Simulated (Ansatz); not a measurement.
Coupled-cluster diagnostics for the cluster Pt₂H₃⁻, Ansatz.

Geometry of the singlet (r2SCAN-D4/def2-TZVPD):

```xyz
5

Pt    1.488   -0.655   -0.928
Pt   -0.616    0.115    0.194
H    -1.777   -0.414    1.071
H     2.739   -0.080   -0.269
H    -1.833    1.033   -0.067
```

In the def2 sets Pt takes a core potential; there is no spin–orbit coupling. Correlated methods freeze no core orbitals; core or outer-core shells of Pt are correlated, in sets that lack core-valence functions. The structure comes from a short search, and lower isomers may exist.

Problem. Estimate the CCSD(T) correlation energy, the shares of MP2 and (T), T1 and the reference's ⟨S²⟩ for: charge -1, singlet, own geometry in def2-TZVPPD; and the rough time on 4 threads of Arm Neoverse V1 on a shared host.

Solution. 
| state | basis | correlation (eV) | MP2 share (%) | (T) share (%) | T1 | ⟨S²⟩ (pure) | wall time |
| --- | --- | --- | --- | --- | --- | --- | --- |
| charge -1, singlet, own geometry | def2-TZVPPD | -35.976 | 103.7 | 4.8 | 0.026 | 0.00 (0.00) | 87 s |
Customary marks for T1 are 0.02 (closed shells), 0.045 (open shells) and about 0.05 (3d metals). T1 exceeds 0.02 in 1 of 1 rows and 0.045 in 0; the higher it lies, the less the single-reference result can be trusted.
